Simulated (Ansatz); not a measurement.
Ansatz (a quantum-chemistry and plane-wave program) input:

Ansatz 0.2 input:
```yaml
crystal:
  periodic: [false, false, false]
  atoms:
    - {symbol: C, position_ang: [-0.19012393, 0.70218454, 0.03776903]}
    - {symbol: C, position_ang: [-1.26516283, -0.31304881, -0.41823745]}
    - {symbol: S, position_ang: [-0.11006157, -1.74889906, 0.07360916]}
    - {symbol: C, position_ang: [0.95916789, -0.27881911, -0.07677219]}
    - {symbol: H, position_ang: [-0.26486178, 1.08133534, 1.07606060]}
    - {symbol: H, position_ang: [-0.10515082, 1.58257112, -0.62239338]}
    - {symbol: H, position_ang: [-2.10497560, -0.33321723, 0.32731456]}
    - {symbol: H, position_ang: [1.43756310, -0.27070540, -1.06058125]}
    - {symbol: H, position_ang: [1.72794328, -0.23692069, 0.70353953]}
basis:
  gaussian:
    orbitals: def2-TZVP
hamiltonian:
  xc: b3lyp
  dispersion: d3bj
total_charge: -1
relax: {f_tol: 0.002, max_steps: 150}
```

What final total energy does it print?

-515.52390 Eh (B3LYP-D3(BJ)/def2-TZVP). The basis has 160 functions. The run takes about 60 core-seconds (a rough figure).

It need not be the lowest isomer of its formula. Whether it binds its extra electron was not tested at this geometry.
